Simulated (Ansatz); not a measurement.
Mulliken charges of H6NPSSi (`[SiH3]NPS`) from r2SCAN/def2-TZVPP in Ansatz (PBE0-D4/def2-TZVP geometry).

```json
{"atom": "Si1", "x (Å)": "-1.008", "y (Å)": "1.086", "z (Å)": "-0.115", "charge (e)": "0.367"}
{"atom": "N2", "x (Å)": "-0.717", "y (Å)": "-0.602", "z (Å)": "0.178", "charge (e)": "-0.354"}
{"atom": "P3", "x (Å)": "0.717", "y (Å)": "-1.321", "z (Å)": "0.729", "charge (e)": "0.150"}
{"atom": "S4", "x (Å)": "2.313", "y (Å)": "-0.595", "z (Å)": "-0.483", "charge (e)": "-0.228"}
{"atom": "H5", "x (Å)": "-0.484", "y (Å)": "1.564", "z (Å)": "-1.421", "charge (e)": "-0.070"}
{"atom": "H6", "x (Å)": "-2.477", "y (Å)": "1.310", "z (Å)": "-0.088", "charge (e)": "-0.073"}
{"atom": "H7", "x (Å)": "-0.336", "y (Å)": "1.835", "z (Å)": "0.976", "charge (e)": "-0.064"}
{"atom": "H8", "x (Å)": "-1.340", "y (Å)": "-1.269", "z (Å)": "-0.252", "charge (e)": "0.151"}
{"atom": "H9", "x (Å)": "1.025", "y (Å)": "-0.367", "z (Å)": "1.733", "charge (e)": "0.017"}
{"atom": "H10", "x (Å)": "2.390", "y (Å)": "-1.692", "z (Å)": "-1.253", "charge (e)": "0.103"}
```

Problem. By hand: the dipole of these point charges (1 e Å = 4.8032 D).

Solution. Σ q r = (-0.238, -0.146, 0.020) e Å, of length 0.280 e Å = 1.34 D.

Problem. How does the dipole of the full density compare? (An estimate is asked.)

Solution. The calculation gave: (-0.287, -0.121, -0.118) e Å, 1.60 D; the point charges give 0.84 times that, at 26° from its direction.

Point charges leave out the atoms' own dipoles, such as those of lone pairs, and Mulliken's split depends on the basis, so the two needn't agree.
